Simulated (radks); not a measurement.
The numbers below are computed, except where a source is named.
Co I, 27 electrons, occupied as [Ar] 3d7.75 4s1.25 (fractional occupations, a model configuration).

Level of theory: Dirac Kohn-Sham, PBE, spin-unpolarised, spherical densities, finite nucleus; open shells are shared between the two j in proportion to 2j + 1; Fermi nuclear charge, rms radius 3.7875 fm (a radial shooting solver on a logarithmic mesh with Libxc functionals).

Energy parts (hartree):
part                       energy
total                 -1393.21661
kinetic                1414.10659
electron-nucleus      -3343.94621
Hartree                 596.14204
exchange-correlation    -59.51903

Orbitals (lengths in bohr, moments of r in powers of bohr; r(90%) holds 90 % of the orbital's charge):
[
 {"orbital": "1s1/2", "occ.": "2", "eigenvalue (hartree)": "-278.8392", "r(90%)": "0.100"},
 {"orbital": "2s1/2", "occ.": "2", "eigenvalue (hartree)": "-32.87442", "r(90%)": "0.396"},
 {"orbital": "2p1/2", "occ.": "2", "eigenvalue (hartree)": "-28.49892", "r(90%)": "0.365"},
 {"orbital": "2p3/2", "occ.": "4", "eigenvalue (hartree)": "-27.95403", "r(90%)": "0.370"},
 {"orbital": "3s1/2", "occ.": "2", "eigenvalue (hartree)": "-3.62458", "r(90%)": "1.16"},
 {"orbital": "3p1/2", "occ.": "2", "eigenvalue (hartree)": "-2.32289", "r(90%)": "1.26"},
 {"orbital": "3p3/2", "occ.": "4", "eigenvalue (hartree)": "-2.25552", "r(90%)": "1.28"},
 {"orbital": "3d3/2", "occ.": "3.1", "eigenvalue (hartree)": "-0.19118", "r(90%)": "2.08"},
 {"orbital": "3d5/2", "occ.": "4.65", "eigenvalue (hartree)": "-0.18463", "r(90%)": "2.10"},
 {"orbital": "4s1/2", "occ.": "1.25", "eigenvalue (hartree)": "-0.16988", "r(90%)": "4.74"}
]

The highest occupied level is 4s1/2 at -4.623 eV. The electron density at the nucleus is 1.723e+04 e/bohr^3.
